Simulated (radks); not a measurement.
All-electron atom: neutral tungsten in [Xe] 4f14 5d4 6s2. All-electron calculation, scalar-relativistic Kohn-Sham, PBE, spin-unpolarised, spherical densities, point nucleus. Program: a radial shooting solver on a logarithmic mesh with Libxc functionals.

Radial electron density D(r) = 4 pi r^2 rho(r):

| r (bohr) | D(r) (e/bohr) |
|---|---|
| 0.0009338 | 6.957 |
| 0.001286 | 11.31 |
| 0.001771 | 18.01 |
| 0.002439 | 27.92 |
| 0.003359 | 41.68 |
| 0.004662 | 59.58 |
| 0.006421 | 78.64 |
| 0.008842 | 94.57 |
| 0.01218 | 101.3 |
| 0.01677 | 96.64 |
| 0.02309 | 89.79 |
| 0.0318 | 98.54 |
| 0.0438 | 124.6 |
| 0.06031 | 135.5 |
| 0.08306 | 113.6 |
| 0.1153 | 108.0 |
| 0.1588 | 124.6 |
| 0.2187 | 91.67 |
| 0.3011 | 63.60 |
| 0.4147 | 76.13 |
| 0.5711 | 53.94 |
| 0.7865 | 25.50 |
| 1.083 | 15.37 |
| 1.492 | 8.019 |
| 2.054 | 3.413 |
| 2.829 | 1.703 |
| 3.927 | 0.6789 |
| 5.407 | 0.1495 |
| 7.447 | 0.01457 |
| 10.26 | 0.0004661 |

D(r) has 4 maxima, at r = 0.0124, 0.0566, 0.158, 0.418 bohr, and minima at 0.0238, 0.102, 0.296 bohr, inside which lie 1.90, 11.10, 29.94 electrons.
